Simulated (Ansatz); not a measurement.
Frontier orbitals of `O=C([SiH3])CBr`.

Cartesian coordinates in Å:
```
O -1.041 0.511 1.583
C -0.494 0.123 0.581
Si 1.433 0.256 0.426
C -1.315 -0.450 -0.554
Br -0.846 0.497 -2.180
H 1.784 1.646 0.052
H 1.970 -0.064 1.771
H 1.958 -0.699 -0.583
H -1.069 -1.499 -0.726
H -2.380 -0.320 -0.371
```

Total charge 0; spin multiplicity 1. Correlated methods include outer-core shells of Br, which these sets cover unevenly. Scalar relativity is left out up to krypton. All single points use the PBE0-D4/def2-TZVP geometry. It is one conformer, not always the lowest. Basis def2-TZVPP, Ansatz 0.2.0.

```json
{"functional": "r2SCAN", "HOMO (eV)": "-6.19", "LUMO (eV)": "-2.77"}
```

Task: Give HOMO and LUMO (eV) with LDA (SPW92), PBE, revPBE, BLYP, B97M-V, PBE0, B3LYP, r2SCANh, r2SCAN0, HSE06 (plane-wave form), BHLYP, CAM-B3LYP, LC-ωPBE, ωB97X-V, ωB97M-V, HF. (An estimate is asked.)

Result: Ansatz gave: 
```json
{"functional": "LDA (SPW92)", "HOMO": "-6.07", "LUMO": "-3.18"}
{"functional": "PBE", "HOMO": "-5.91", "LUMO": "-2.93"}
{"functional": "revPBE", "HOMO": "-5.84", "LUMO": "-2.84"}
{"functional": "BLYP", "HOMO": "-5.81", "LUMO": "-2.78"}
{"functional": "B97M-V", "HOMO": "-6.36", "LUMO": "-2.70"}
{"functional": "PBE0", "HOMO": "-7.35", "LUMO": "-1.84"}
{"functional": "B3LYP", "HOMO": "-7.13", "LUMO": "-2.07"}
{"functional": "r2SCANh", "HOMO": "-6.73", "LUMO": "-2.36"}
{"functional": "r2SCAN0", "HOMO": "-7.55", "LUMO": "-1.76"}
{"functional": "HSE06 (plane-wave form)", "HOMO": "-6.95", "LUMO": "-2.23"}
{"functional": "BHLYP", "HOMO": "-8.74", "LUMO": "-0.62"}
{"functional": "CAM-B3LYP", "HOMO": "-8.75", "LUMO": "-0.62"}
{"functional": "LC-ωPBE", "HOMO": "-10.02", "LUMO": "0.59"}
{"functional": "ωB97X-V", "HOMO": "-9.72", "LUMO": "0.50"}
{"functional": "ωB97M-V", "HOMO": "-9.64", "LUMO": "0.40"}
{"functional": "HF", "HOMO": "-10.89", "LUMO": "2.26"}
```

B3LYP here is the variant with VWN-RPA as its local correlation; programs differ in this. LC-ωPBE has ω = 0.4 bohr⁻¹. Positive LUMOs are unbound and depend on the basis.
